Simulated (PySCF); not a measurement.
## Electron correlation in Se⁺ (selenium, charge +1)

[Ar] 3d10 4s2 4p3, high-spin 4S determinant. Computed with PySCF 2.14 in pcseg-2, with the non-relativistic Hamiltonian (point nucleus). Frozen: [Ar] 3d10; 5 electrons correlated.

MP2 pair energies summed by pair of shells (mhartree):

| pair | energy | share (%) |
| --- | --- | --- |
| 4s-4p | -49.81 | 66.4 |
| 4p-4p | -16.53 | 22.0 |
| 4s-4s | -8.72 | 11.6 |

Total MP2 correlation energy: -75.06 mhartree.

Same-spin part -19.78 and opposite-spin part -55.28 mhartree; SCS-MP2 scales them by 1/3 and 6/5 to -72.93 mhartree.

| level | correlation energy (mhartree) |
| --- | --- |
| CCSD | -89.97 |
| (T) | -2.57 |
| CCSD(T) | -92.54 |

Diagnostics: T1 = 0.0019, D1 = 0.0046, largest double amplitude 0.055.

Cost of the coupled-cluster step: 0.31 s of wall time on 1 thread of Neoverse-V2 (shared host), for 5 correlated electrons.

Iterations:

```
CC2 = 0
CCSD nocc = (np.int64(4), np.int64(1)), nmo = (29, 29)
frozen orbitals [[0, 1, 2, 3, 4, 5, 6, 7, 8, 9, 10, 11, 12, 13], [0, 1, 2, 3, 4, 5, 6, 7, 8, 9, 10, 11, 12, 13]]
max_cycle = 100
direct = 0
conv_tol = 1e-08
conv_tol_normt = 1e-06
diis_space = 8
diis_start_cycle = 0
Init t2, MP2 energy = -0.075059119798296
Init E_corr(UCCSD) = -0.0750591198845831
cycle = 1  E_corr(UCCSD) = -0.0869937166991208  dE = -0.0119345968  norm(t1,t2) = 0.0344917
cycle = 2  E_corr(UCCSD) = -0.0892011902471667  dE = -0.00220747355  norm(t1,t2) = 0.00909468
cycle = 3  E_corr(UCCSD) = -0.0899831166133855  dE = -0.000781926366  norm(t1,t2) = 0.0030847
cycle = 4  E_corr(UCCSD) = -0.0899676818091472  dE = 1.54348042e-05  norm(t1,t2) = 0.000387258
cycle = 5  E_corr(UCCSD) = -0.0899670575271905  dE = 6.24281957e-07  norm(t1,t2) = 3.45605e-05
cycle = 6  E_corr(UCCSD) = -0.0899669329741453  dE = 1.24553045e-07  norm(t1,t2) = 5.4954e-06
cycle = 7  E_corr(UCCSD) = -0.0899670061062449  dE = -7.31320996e-08  norm(t1,t2) = 1.09336e-06
cycle = 8  E_corr(UCCSD) = -0.0899669820264123  dE = 2.40798325e-08  norm(t1,t2) = 1.05079e-07
cycle = 9  E_corr(UCCSD) = -0.0899669845395247  dE = -2.51311243e-09  norm(t1,t2) = 1.84206e-08
UCCSD converged
E(UCCSD) = -2399.618712463854  E_corr = -0.08996698453952474
UCCSD(T) correction = -0.0025703924937871
```
